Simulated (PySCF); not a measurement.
Species: Mo(NMe2)4, C8H24MoN4 (triplet state).
Bonds: Mo1–N2, Mo1–N11, Mo1–N20, Mo1–N29, N2–C3, N2–C4, N11–C12, N11–C13, N20–C21, N20–C22, N29–C30, N29–C31. Hydrogens: H5, H6, H7 on C3; H8, H9, H10 on C4; H14, H15, H16 on C12; H17, H18, H19 on C13; H23, H24, H25 on C21; H26, H27, H28 on C22; H32, H33, H34 on C30; H35, H36, H37 on C31.

Computed, not measured: PySCF, PBE0-D3(BJ)/def2-SVP geometry optimisation, gas phase, def2 core potentials past Kr.

(1) Give the optimised bond lengths and angles.

Answers

(1) 
```json
{"bond": "Mo1–N2 and 3 like bonds", "length (Å)": "1.967"}
{"bond": "N2–C3", "length (Å)": "1.440"}
{"bond": "N2–C4", "length (Å)": "1.441"}
{"bond": "C3–H5, C3–H6", "length (Å)": "1.104"}
{"bond": "C3–H7", "length (Å)": "1.111"}
{"bond": "C4–H8, C4–H9, C4–H10", "length (Å)": "1.107"}
{"bond": "N11–C12", "length (Å)": "1.441"}
{"bond": "N11–C13", "length (Å)": "1.440"}
{"bond": "C12–H14, C12–H15, C12–H16", "length (Å)": "1.107"}
{"bond": "C13–H17", "length (Å)": "1.100"}
{"bond": "C13–H18, C13–H19", "length (Å)": "1.110"}
{"bond": "N20–C21", "length (Å)": "1.440"}
{"bond": "N20–C22", "length (Å)": "1.441"}
{"bond": "C21–H23, C21–H24", "length (Å)": "1.104"}
{"bond": "C21–H25", "length (Å)": "1.111"}
{"bond": "C22–H26, C22–H27, C22–H28", "length (Å)": "1.107"}
{"bond": "N29–C30", "length (Å)": "1.441"}
{"bond": "N29–C31", "length (Å)": "1.440"}
{"bond": "C30–H32, C30–H33", "length (Å)": "1.105"}
{"bond": "C30–H34", "length (Å)": "1.110"}
{"bond": "C31–H35, C31–H37", "length (Å)": "1.104"}
{"bond": "C31–H36", "length (Å)": "1.111"}
```

Bonds in one row agree within 0.01 Å and their mean is given. A selection of angles:
```json
{"angle": "N2–Mo1–N11", "degrees": "113.4"}
{"angle": "N2–Mo1–N20", "degrees": "102.4"}
{"angle": "Mo1–N2–C3", "degrees": "124.2"}
{"angle": "Mo1–N2–C4", "degrees": "120.1"}
{"angle": "C3–N2–C4", "degrees": "112.7"}
{"angle": "N2–C3–H5", "degrees": "111.5"}
{"angle": "H5–C3–H6", "degrees": "107.8"}
{"angle": "N2–C4–H8", "degrees": "110.6"}
{"angle": "N2–C4–H9", "degrees": "112.5"}
{"angle": "H8–C4–H9", "degrees": "107.7"}
{"angle": "Mo1–N11–C12", "degrees": "120.2"}
{"angle": "Mo1–N11–C13", "degrees": "124.4"}
{"angle": "C12–N11–C13", "degrees": "112.8"}
{"angle": "N11–C12–H14", "degrees": "111.4"}
{"angle": "H14–C12–H15", "degrees": "107.3"}
{"angle": "N11–C13–H17", "degrees": "110.7"}
{"angle": "H17–C13–H18", "degrees": "107.7"}
{"angle": "Mo1–N20–C21", "degrees": "124.5"}
{"angle": "Mo1–N20–C22", "degrees": "120.0"}
{"angle": "C21–N20–C22", "degrees": "112.7"}
{"angle": "N20–C21–H23", "degrees": "111.5"}
{"angle": "H23–C21–H24", "degrees": "107.8"}
{"angle": "N20–C22–H26", "degrees": "110.6"}
{"angle": "H26–C22–H27", "degrees": "107.7"}
{"angle": "Mo1–N29–C30", "degrees": "120.3"}
{"angle": "Mo1–N29–C31", "degrees": "124.2"}
{"angle": "C30–N29–C31", "degrees": "112.8"}
{"angle": "N29–C30–H32", "degrees": "111.4"}
{"angle": "H32–C30–H33", "degrees": "107.4"}
{"angle": "N29–C31–H35", "degrees": "110.7"}
{"angle": "H35–C31–H36", "degrees": "107.7"}
```

Torsions: N11–Mo1–N2–C3 82° (synclinal); N2–Mo1–N11–C12 -38° (synclinal); N2–Mo1–N20–C21 -40° (synclinal); N2–Mo1–N29–C30 80° (synclinal). The mirror-image conformer, all signs reversed, is as good.

All 8 C–N bonds measure 1.440 to 1.441 Å. Of the pairs four or more bonds apart, C3···H24 is among the closest relative to their van der Waals radii: 2.88 Å, 99 % of the sum of Bondi's values. N2 (nitrogen bonded to 2 C and Mo) is almost planar (angles 124.2°, 120.1° and 112.7°, sum 357.0°, 0.16 Å off the plane of its three neighbours). All 4 Mo–N bonds measure 1.967 to 1.969 Å. Mo1 (molybdenum bonded to 4 N) is distorted tetrahedral (angles from 102.3° to 113.7°).

Point group: near S4, missed by 0.09 Å at most; the miss may be what the optimiser left on a soft mode. Whether it is a minimum is left open (no frequencies). ⟨S²⟩ = 2.009 (exact for a triplet: 2.00).
